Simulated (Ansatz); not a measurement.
Ansatz (a first-principles code) input (B3LYP-D3(BJ)/def2-TZVP):

Ansatz 0.2 input:
```yaml
crystal:
  periodic: [false, false, false]
  atoms:
    - {symbol: C, position_ang: [2.60545784, -0.32389595, 0.00898594]}
    - {symbol: C, position_ang: [1.16731706, -0.54636411, -0.16292670]}
    - {symbol: C, position_ang: [0.03051308, 0.10205545, -0.23793911]}
    - {symbol: C, position_ang: [-0.04679633, 1.61253143, -0.13127681]}
    - {symbol: C, position_ang: [-1.28464165, -0.62269484, -0.43552095]}
    - {symbol: C, position_ang: [-2.22238462, -0.52713163, 0.77202156]}
    - {symbol: H, position_ang: [2.98214700, -0.81767778, 0.90862554]}
    - {symbol: H, position_ang: [3.17496294, -0.71248975, -0.83941602]}
    - {symbol: H, position_ang: [2.83759776, 0.74709895, 0.09933848]}
    - {symbol: H, position_ang: [-0.54578183, 2.02894635, -1.01136302]}
    - {symbol: H, position_ang: [0.93956178, 2.06701014, -0.05179449]}
    - {symbol: H, position_ang: [-0.62806338, 1.91523548, 0.74306488]}
    - {symbol: H, position_ang: [-1.78822594, -0.20442030, -1.31482415]}
    - {symbol: H, position_ang: [-1.07971021, -1.67110399, -0.65549251]}
    - {symbol: H, position_ang: [-2.49762553, 0.50583404, 0.99081192]}
    - {symbol: H, position_ang: [-1.74692708, -0.94378588, 1.66198154]}
    - {symbol: H, position_ang: [-3.14472794, -1.08164914, 0.58900438]}
basis:
  gaussian:
    orbitals: def2-TZVP
hamiltonian:
  xc: b3lyp
  dispersion: d3bj
magnetization: {spin_polarized: true, initial_magnetization: 1}
phonons: {temperatures: {t_min: 298.15, t_max: 298.15, t_step: 100}}
```

Output:

```
Functional definition: B3LYP
integrals: 0.19 GiB planned
1564 factors; their error is unknown
0.34 GiB of the device are held for the grids
1.51 GiB of device memory are held for the factors and their scratch space
mean field: 1.76 GiB planned
mean field evaluation 1: about -6385.9808 eV, gradient 5.8e1 eV
mean field evaluation 2: about -6375.6490 eV, gradient 7.1e1 eV
mean field evaluation 4: about -6401.7776 eV, gradient 6.7e0 eV
mean field evaluation 8: about -6401.9906 eV, gradient 1.3e-1 eV
mean field evaluation 16: about -6401.9595 eV, gradient 6.9e-3 eV
mean field -6401.95951708 eV, -235.2676728487 hartree, gradient 7.8e-5 eV, S^2 0.758416; 0 other end points of the search recorded, 0 dependent functions left out
the calculation of the forces begins
reference -6401.95984659 eV, -235.2676849579 hartree; 24, 23 occupied and 228, 229 virtual orbitals, 1564 factors
these checks for a lower state are left out or cut short: stability, starts, cluster_reference, orbital_swaps, neighbouring_geometries, increment
integrals: 0.19 GiB planned
1564 factors; their error is unknown
0.34 GiB of the device are held for the grids
1.51 GiB of device memory are held for the factors and their scratch space
mean field: 1.76 GiB planned
mean field -6401.95943807 eV, -235.2676699451 hartree, gradient 2.2e-6 eV, S^2 0.758416; 0 other end points of the search recorded, 0 dependent functions left out
the calculation of the forces begins
reference -6401.95976745 eV, -235.2676820495 hartree; 24, 23 occupied and 228, 229 virtual orbitals, 1564 factors
these checks for a lower state are left out or cut short: stability, starts, cluster_reference, orbital_swaps, neighbouring_geometries, increment
integrals: 0.19 GiB planned
1564 factors; their error is unknown
0.34 GiB of the device are held for the grids
1.51 GiB of device memory are held for the factors and their scratch space
mean field: 1.76 GiB planned
mean field evaluation 32: about -6401.9593 eV, gradient 6.5e-3 eV
mean field -6401.95930330 eV, -235.2676649923 hartree, gradient 2.1e-6 eV, S^2 0.758416; 0 other end points of the search recorded, 0 dependent functions left out
the calculation of the forces begins
reference -6401.95963294 eV, -235.2676771063 hartree; 24, 23 occupied and 228, 229 virtual orbitals, 1564 factors
these checks for a lower state are left out or cut short: stability, starts, cluster_reference, orbital_swaps, neighbouring_geometries, increment
integrals: 0.19 GiB planned
1564 factors; their error is unknown
0.34 GiB of the device are held for the grids
1.51 GiB of device memory are held for the factors and their scratch space
mean field: 1.76 GiB planned
mean field -6401.95934444 eV, -235.2676665042 hartree, gradient 2.4e-6 eV, S^2 0.758413; 0 other end points of the search recorded, 0 dependent functions left out
the calculation of the forces begins
reference -6401.95967402 eV, -235.2676786159 hartree; 24, 23 occupied and 228, 229 virtual orbitals, 1564 factors
these checks for a lower state are left out or cut short: stability, starts, cluster_reference, orbital_swaps, neighbouring_geometries, increment
integrals: 0.19 GiB planned
1564 factors; their error is unknown
0.34 GiB of the device are held for the grids
1.51 GiB of device memory are held for the factors and their scratch space
mean field: 1.76 GiB planned
mean field -6401.95938521 eV, -235.2676680024 hartree, gradient 1.9e-6 eV, S^2 0.758419; 0 other end points of the search recorded, 0 dependent functions left out
[...]
reference -6401.95984047 eV, -235.2676847332 hartree; 24, 23 occupied and 228, 229 virtual orbitals, 1564 factors
these checks for a lower state are left out or cut short: stability, starts, cluster_reference, orbital_swaps, neighbouring_geometries, increment
integrals: 0.19 GiB planned
1564 factors; their error is unknown
0.34 GiB of the device are held for the grids
1.51 GiB of device memory are held for the factors and their scratch space
mean field: 1.76 GiB planned
mean field -6401.95947103 eV, -235.2676711564 hartree, gradient 2.2e-6 eV, S^2 0.758416; 0 other end points of the search recorded, 0 dependent functions left out
the calculation of the forces begins
reference -6401.95980053 eV, -235.2676832651 hartree; 24, 23 occupied and 228, 229 virtual orbitals, 1564 factors
these checks for a lower state are left out or cut short: stability, starts, cluster_reference, orbital_swaps, neighbouring_geometries, increment
integrals: 0.19 GiB planned
1564 factors; their error is unknown
0.34 GiB of the device are held for the grids
1.51 GiB of device memory are held for the factors and their scratch space
mean field: 1.76 GiB planned
mean field evaluation 672: about -6401.9895 eV, gradient 4.5e-1 eV
mean field -6401.95950875 eV, -235.2676725424 hartree, gradient 2.2e-6 eV, S^2 0.758416; 0 other end points of the search recorded, 0 dependent functions left out
the calculation of the forces begins
reference -6401.95983827 eV, -235.2676846520 hartree; 24, 23 occupied and 228, 229 virtual orbitals, 1564 factors
these checks for a lower state are left out or cut short: stability, starts, cluster_reference, orbital_swaps, neighbouring_geometries, increment
integrals: 0.19 GiB planned
1564 factors; their error is unknown
0.34 GiB of the device are held for the grids
1.51 GiB of device memory are held for the factors and their scratch space
mean field: 1.76 GiB planned
mean field -6401.95947796 eV, -235.2676714112 hartree, gradient 2.2e-6 eV, S^2 0.758416; 0 other end points of the search recorded, 0 dependent functions left out
the calculation of the forces begins
reference -6401.95980752 eV, -235.2676835220 hartree; 24, 23 occupied and 228, 229 virtual orbitals, 1564 factors
these checks for a lower state are left out or cut short: stability, starts, cluster_reference, orbital_swaps, neighbouring_geometries, increment
integrals: 0.19 GiB planned
1564 factors; their error is unknown
0.34 GiB of the device are held for the grids
1.51 GiB of device memory are held for the factors and their scratch space
mean field: 1.76 GiB planned
mean field -6401.95941192 eV, -235.2676689841 hartree, gradient 2.1e-6 eV, S^2 0.758416; 0 other end points of the search recorded, 0 dependent functions left out
the calculation of the forces begins
reference -6401.95974138 eV, -235.2676810916 hartree; 24, 23 occupied and 228, 229 virtual orbitals, 1564 factors
these checks for a lower state are left out or cut short: stability, starts, cluster_reference, orbital_swaps, neighbouring_geometries, increment
integrals: 0.19 GiB planned
1564 factors; their error is unknown
0.34 GiB of the device are held for the grids
1.51 GiB of device memory are held for the factors and their scratch space
mean field: 1.76 GiB planned
mean field -6401.95941387 eV, -235.2676690558 hartree, gradient 2.1e-6 eV, S^2 0.758416; 0 other end points of the search recorded, 0 dependent functions left out
the calculation of the forces begins
reference -6401.95974332 eV, -235.2676811628 hartree; 24, 23 occupied and 228, 229 virtual orbitals, 1564 factors
these checks for a lower state are left out or cut short: stability, starts, cluster_reference, orbital_swaps, neighbouring_geometries, increment
integrals: 0.19 GiB planned
1564 factors; their error is unknown
0.34 GiB of the device are held for the grids
1.51 GiB of device memory are held for the factors and their scratch space
mean field: 1.76 GiB planned
mean field evaluation 704: about -6401.9595 eV, gradient 6.5e-3 eV
mean field -6401.95946779 eV, -235.2676710373 hartree, gradient 2.2e-6 eV, S^2 0.758416; 0 other end points of the search recorded, 0 dependent functions left out
the calculation of the forces begins
reference -6401.95979736 eV, -235.2676831487 hartree; 24, 23 occupied and 228, 229 virtual orbitals, 1564 factors
these checks for a lower state are left out or cut short: stability, starts, cluster_reference, orbital_swaps, neighbouring_geometries, increment
integrals: 0.19 GiB planned
1564 factors; their error is unknown
0.34 GiB of the device are held for the grids
1.51 GiB of device memory are held for the factors and their scratch space
mean field: 1.76 GiB planned
mean field -6401.95946999 eV, -235.2676711180 hartree, gradient 2.1e-6 eV, S^2 0.758416; 0 other end points of the search recorded, 0 dependent functions left out
the calculation of the forces begins
reference -6401.95979946 eV, -235.2676832258 hartree; 24, 23 occupied and 228, 229 virtual orbitals, 1564 factors
these checks for a lower state are left out or cut short: stability, starts, cluster_reference, orbital_swaps, neighbouring_geometries, increment
integrals: 0.19 GiB planned
1564 factors; their error is unknown
0.34 GiB of the device are held for the grids
1.51 GiB of device memory are held for the factors and their scratch space
mean field: 1.76 GiB planned
mean field -6401.95949024 eV, -235.2676718623 hartree, gradient 2.2e-6 eV, S^2 0.758416; 0 other end points of the search recorded, 0 dependent functions left out
the calculation of the forces begins
reference -6401.95981979 eV, -235.2676839729 hartree; 24, 23 occupied and 228, 229 virtual orbitals, 1564 factors
these checks for a lower state are left out or cut short: stability, starts, cluster_reference, orbital_swaps, neighbouring_geometries, increment
integrals: 0.19 GiB planned
1564 factors; their error is unknown
0.34 GiB of the device are held for the grids
1.51 GiB of device memory are held for the factors and their scratch space
mean field: 1.76 GiB planned
mean field -6401.95950925 eV, -235.2676725611 hartree, gradient 2.2e-6 eV, S^2 0.758416; 0 other end points of the search recorded, 0 dependent functions left out
the calculation of the forces begins
reference -6401.95983876 eV, -235.2676846703 hartree; 24, 23 occupied and 228, 229 virtual orbitals, 1564 factors
these checks for a lower state are left out or cut short: stability, starts, cluster_reference, orbital_swaps, neighbouring_geometries, increment
integrals: 0.19 GiB planned
1564 factors; their error is unknown
0.34 GiB of the device are held for the grids
1.51 GiB of device memory are held for the factors and their scratch space
mean field: 1.76 GiB planned
mean field -6401.95948929 eV, -235.2676718274 hartree, gradient 2.1e-6 eV, S^2 0.758416; 0 other end points of the search recorded, 0 dependent functions left out
the calculation of the forces begins
reference -6401.95981880 eV, -235.2676839365 hartree; 24, 23 occupied and 228, 229 virtual orbitals, 1564 factors
Total energy: -6402.55271824 eV, -235.2894725893 hartree
Atom 0 at     2.605458    -0.323896     0.008986 Å, force     0.000243     0.001018     0.001213 eV/Å
Atom 1 at     1.167317    -0.546364    -0.162927 Å, force    -0.000135    -0.000228    -0.001615 eV/Å
Atom 2 at     0.030513     0.102055    -0.237939 Å, force     0.000251    -0.000117     0.001423 eV/Å
Atom 3 at    -0.046796     1.612531    -0.131277 Å, force     0.000570     0.000216    -0.000787 eV/Å
Atom 4 at    -1.284642    -0.622695    -0.435521 Å, force     0.000081    -0.000300     0.000570 eV/Å
Atom 5 at    -2.222385    -0.527132     0.772022 Å, force    -0.000878    -0.000571    -0.000827 eV/Å
Atom 6 at     2.982147    -0.817678     0.908626 Å, force    -0.000027    -0.000067     0.000329 eV/Å
Atom 7 at     3.174963    -0.712490    -0.839416 Å, force    -0.000348    -0.000023    -0.000421 eV/Å
Atom 8 at     2.837598     0.747099     0.099338 Å, force    -0.000121    -0.000396    -0.000349 eV/Å
Atom 9 at    -0.545782     2.028946    -1.011363 Å, force    -0.000332     0.000057     0.000012 eV/Å
Atom 10 at     0.939562     2.067010    -0.051794 Å, force     0.000305     0.000343     0.000148 eV/Å
Atom 11 at    -0.628063     1.915235     0.743065 Å, force     0.000069     0.000046     0.000405 eV/Å
Atom 12 at    -1.788226    -0.204420    -1.314824 Å, force    -0.000105    -0.000046     0.000007 eV/Å
Atom 13 at    -1.079710    -1.671104    -0.655493 Å, force    -0.000282    -0.000541    -0.000165 eV/Å
Atom 14 at    -2.497626     0.505834     0.990812 Å, force     0.000225     0.000763    -0.000086 eV/Å
Atom 15 at    -1.746927    -0.943786     1.661982 Å, force     0.000577    -0.000248     0.000235 eV/Å
Atom 16 at    -3.144728    -1.081649     0.589004 Å, force    -0.000094     0.000095    -0.000093 eV/Å
Dipole moment:     0.058022     0.138506     0.015554 e Å
Vibrations: 56.24 112.26 149.92 188.52 195.00 251.86 303.45 372.43 480.00 549.15 726.81 792.23 925.65 991.95 1001.16 1014.91 1044.98 1050.03 1095.12 1164.27 1195.74 1296.68 1350.41 1389.38 1403.70 1409.95 1455.88 1473.25 1477.08 1487.59 1489.83 1501.23 1507.20 1773.48 2963.94 3004.61 3021.19 3033.22 3043.69 3066.76 3067.27 3071.80 3093.72 3101.31 3113.67 cm⁻¹, zero-point energy 4.107506 eV
```

It need not be the lowest isomer of its formula.
